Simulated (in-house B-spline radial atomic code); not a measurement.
Configurations of the sulfur ion S³⁺, with energies counted from [Ne] 3s2 3p1. Computed with a radial B-spline atomic code at the basis-set limit: non-relativistic TPSS, spin-polarised, spherical fractional occupations, point nucleus. Shells without spins written out take the highest spin.

Occupations are held fixed; configurations that lie above the ionisation limit could autoionise.

```csv
configuration,E - E(ref) (eV),highest orbital,its <r> (bohr)
"[Ne] 3s(0 up, 1 down) 3p(0 up, 2 down)",8.2102,3p down,1.638
[Ne] 3s1 3p1 3d1,25.066,3d up,1.905
"[Ne] 3s(1 up, 0 down) 3p(1 up, 0 down) 4s(0 up, 1 down)",32.193,4s down,3.367
[He] 2s2 2p5 3s2 3p1 3d1,184.5,3d up,1.741
[He] 2s2 2p5 3s2 3p1 4s1,193.01,4s up,3.232
[He] 2s2 2p5 3s2 3p1 4f1,204.75,4f up,4.213
```

(1) Order these further configurations by energy, lowest first.
A. [He] 2s2 2p5 3s2 3p1 4d1
B. [He] 2s2 2p5 3s2 3p2
C. [Ne] 3s2 4f1
D. [Ne] 3s2 4s1
E. [Ne] 3s(1 up, 0 down) 3p(1 up, 0 down) 4p(1 up, 0 down)

(2) How far above the reference does [Ne] 3s2 4d(1 up, 0 down) lie?

Results:

(1) D (22.304 eV), C (33.14 eV), E (35.629 eV), B (166.35 eV), A (201.7 eV).

(2) 30.793 eV; its least bound orbital is 4d up with <r> = 4.358 bohr.
